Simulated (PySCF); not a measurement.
Si(CF3)(H)2(OH) (CH3F3OSi), SMILES FC(F)([SiH2]O)F. Atoms are numbered in the order given.

```xyz
9

Si     1.0139    -0.6951     0.2252
O      2.0514    -0.0497    -0.8916
C     -0.7075     0.1722     0.1126
F     -1.2923     0.0199    -1.0820
F     -0.5956     1.4966     0.3312
F     -1.5525    -0.3116     1.0365
H      0.8274    -2.1256    -0.1125
H      1.4634    -0.4921     1.6321
H      2.3129     0.8700    -0.7872
```
Charge 0, spin multiplicity 1.

Geometry: PBE0-D3(BJ)/def2-SVP. Other conformers were not sampled.

Level of theory: PySCF with CAM-B3LYP/def2-TZVP.

Atomic charges (e):

```csv
atom,Mulliken,Löwdin
Si1,0.40,0.24
O2,-0.52,-0.12
C3,[?],-0.79
F4,[?],0.19
F5,[?],0.17
F6,[?],0.18
H7,[?],-0.02
H8,[?],-0.03
H9,0.33,0.18
```

### Question
Fill in the missing entries. (Estimate from the structure and the level; the computed values follow.)

### Answer

- C3, Mulliken: 0.38
- F4, Mulliken: -0.17
- F5, Mulliken: -0.19
- F6, Mulliken: -0.18
- H7, Mulliken: -0.02
- H8, Mulliken: -0.04

Computed Mayer and Wiberg (Löwdin basis) orders of the bonds:
```tsv
bond	Mayer	Wiberg
Si1–O2	1.19	1.71
Si1–C3	0.90	0.99
C3–F4	1.11	1.79
C3–F5	1.08	1.76
C3–F6	1.09	1.78
Si1–H7	0.96	0.93
Si1–H8	0.94	0.93
O2–H9	0.87	1.02
```
